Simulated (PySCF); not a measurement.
A geometry optimisation on Zr(NH2)F3, `[NH2][Zr]([F])([F])[F]`.

Method: PBE0-D3(BJ)/def2-SVP geometry optimisation, gas phase, def2 core potentials past Kr (PySCF 2.14.0). Start geometry: GFN2-xTB. The input is one job of a driver script: a line of settings, then coordinates in Å.

Input:
```
{"job": {"xc": "PBE0", "basis": "def2-SVP", "d3": "d3bj", "grid": 1, "maxiter": 30, "shake": 0.03, "kind": "geom"}, "charge": 0, "multiplicity": 1}
Zr     0.064960    -0.073220    -0.759710
N     -0.004110     0.005550     1.217970
H      0.700880    -0.335370     1.805500
H     -0.662020     0.336520     1.810330
F      1.762910    -0.038370    -1.387610
F     -0.922180     1.527310    -1.372720
F     -0.848580    -1.524420    -1.382320
```

Output:
```
step   0  E = -402.17780463  max force = 0.077416
step   1  E = -402.19643845  max force = 0.020270
step   2  E = -402.19881124  max force = 0.006244
step   3  E = -402.19903265  max force = 0.002635
step   4  E = -402.19912008  max force = 0.001583
step   5  E = -402.19926459  max force = 0.001109
step   6  E = -402.19932869  max force = 0.001640
step   7  E = -402.19942255  max force = 0.000879
step   8  E = -402.19943347  max force = 0.000556
step   9  E = -402.19943990  max force = 0.000362
optimisation converged
```

Energies in Eh; «max force» is the largest Cartesian gradient component in Eh/bohr.

Task: Give the first gradient maximum in eV/Å.

Result: With 1 Eh/bohr = 51.422 eV/Å, 3.981 eV/Å.

Task: How much energy does the optimisation release, in kcal/mol?

Result: E(step 0) − E(last step) = 0.021635 Eh, which is 13.6 kcal/mol.

Summary of the converged run: final energy -402.19944 Eh after 9 steps; dipole 2.69 D.

Task: Give the final coordinates.

Result: 0.070 Å rms from the input after alignment:
```
atom  x, y, z in Å
Zr1    0.0420    0.0280   -0.7859
N2     0.0024   -0.0379    1.2259
H3     0.7403   -0.3935    1.8313
H4    -0.7749    0.2625    1.8120
F5     1.8685    0.1019   -1.3268
F6    -1.0525    1.4966   -1.3146
F7    -0.7339   -1.5595   -1.5105
```

Task: How long does this job take on one thread, Arm Neoverse V2 (aarch64), shared host with 96 logical CPUs at a one-minute load of 26? And the peak memory of the process?

Result: About 38 s, with 0.38 GiB resident at the peak, the Python interpreter and its libraries included.
Labels such as C1 count atoms from 1, the log's own numbers from 0.
